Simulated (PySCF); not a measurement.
# Ionisation energy of Ce⁵⁶⁺ by level of theory

Ce⁵⁶⁺ 1s2 → Ce⁵⁷⁺ 1s1 [1s1/2^1, M_J = 1/2], as a difference of total energies. Computed with PySCF 2.14 in an even-tempered Gaussian basis (15 s from 150 bohr⁻², ratio 2.4; 11 p from 190 bohr⁻², ratio 2.4; 3 d from 600 bohr⁻², ratio 2.6; 3 f from 900 bohr⁻², ratio 2.6), with the two-component X2C-1e Hamiltonian. Correlated levels: nothing frozen; the 30 highest virtual spinors dropped. "Screened" scales the spin-orbit matrix elements by Boettger's factors to mimic the two-electron term; Breit and QED terms are absent.

```tsv
method	ionisation energy (eV)	difference from reference (eV)
GHF (screened spin-orbit)	46928.8	+88.5
GMP2 (screened spin-orbit)	46930.4	+90.1
```

Reference: 46840.31 ± 0.05 eV (theoretical estimate listed by NIST; NIST Atomic Spectra Database, ionization energies).

For this ion Breit and QED terms and the two-electron picture change, all absent here, outweigh the correlation shift from GHF to GMP2.
